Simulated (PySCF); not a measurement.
SMILES F[B-](F)(F)F (BF₄ (anion, charge -1)) (CAM-B3LYP/def2-SVP optimised geometry):

```
5

F      0.934    -0.329     0.000
B     -0.466    -0.329     0.000
F     -0.932    -0.989     1.145
F     -0.932    -0.991    -1.144
F     -0.934     0.991     0.000
```

Level of theory: PySCF with CAM-B3LYP/def2-TZVPD.

Problem. What are the frontier orbital energies?

Solution. HOMO-2 -6.37 eV, HOMO-1 -6.37 eV, HOMO -6.37 eV, LUMO 4.48 eV, LUMO+1 5.96 eV.

On the same geometry PBE/def2-TZVPD (PySCF 2.14.0) gives HOMO-2 -2.65 eV, HOMO-1 -2.65 eV, HOMO -2.65 eV, LUMO 3.79 eV, LUMO+1 5.16 eV.

Meta-Löwdin charges at CAM-B3LYP/def2-TZVPD: F1 -0.45, B2 0.78, F3 -0.45, F4 -0.45, F5 -0.45.
